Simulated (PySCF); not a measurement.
Below is a simulated gas-phase C 1s photoelectron spectrum of GeHMe2(NCO) (`[H][Ge]([CH3])([CH3])[N]=C=O`).

Every computed line was given a Gaussian of 0.8 eV full width at half maximum and an area set by the number of equivalent atoms; the highest printed point is 100. Computed, not measured: delta-SCF UKS SCAN, pcX-2 on the ionised atom, pcseg-1 elsewhere, spin-free X2C in PySCF 2.14.0.

(binding energy (eV), intensity): (289.4, 0), (289.5, 1), (289.6, 2), (289.7, 4), (289.8, 8), (289.9, 16), (290.0, 26), (290.1, 41), (290.2, 58), (290.3, 76), (290.4, 91), (290.5, 99), (290.6, 100), (290.7, 92), (290.8, 78), (290.9, 61), (291.0, 43), (291.1, 28), (291.2, 17), (291.3, 9), (291.4, 5), (291.5, 2), (291.6, 1), (291.7, 0), (291.8, 0), (291.9, 0), (292.0, 0), (292.1, 0), (292.2, 0), (292.3, 0), (292.4, 0), (292.5, 0), (292.6, 0), (292.7, 0), (292.8, 0), (292.9, 0), (293.0, 0), (293.1, 0), (293.2, 1), (293.3, 2), (293.4, 4), (293.5, 8), (293.6, 14), (293.7, 21), (293.8, 30), (293.9, 39), (294.0, 46), (294.1, 50), (294.2, 50), (294.3, 46), (294.4, 38), (294.5, 30), (294.6, 21), (294.7, 14), (294.8, 8), (294.9, 4), (295.0, 2), (295.1, 1), (295.2, 0), (295.3, 0)

Q: How many maxima does the curve show, and how many computed lines lie under it?

A: The curve has 2 maxima (at 290.6 and 294.1 eV). Under it lie 2 lines from 2 inequivalent carbon sites.

Q: Decompose the envelope and assign each component. Bonds: Ge1–C3, Ge1–C7, Ge1–N11, N11–C12, C12–O13. Hydrogens: H2 on Ge1; H4, H5, H6 on C3; H8, H9, H10 on C7.

A: 
| position (eV) | relative area | line | atoms | environment |
| --- | --- | --- | --- | --- |
| 290.56 | 2 | C 1s | C3/C7 | carbon bonded to Ge and 3 H |
| 294.15 | 1 | C 1s | C12 | carbon bonded to N and O |

Q: What are the centre and the root-mean-square width of the whole band?

A: The area-weighted mean of the lines is 291.75 eV. Their own spread about it is 1.69 eV (rms) and each Gaussian has σ = 0.8/2.355 = 0.34 eV; the variances add, which gives 1.73 eV.

Lowest listed C 1s: C3/C7, bonded to 3 H and Ge. Highest, 3.59 eV above it: C12, bonded to O and N.

The curve has no shake-up lines and no vibrational structure. Topologically equivalent atoms share the value of their first member; where this conformer doesn't relate them by symmetry, their own values could differ. Geometry: PBE0-D3(BJ)/def2-SVP; no solvent, vibrations or thermal averaging.
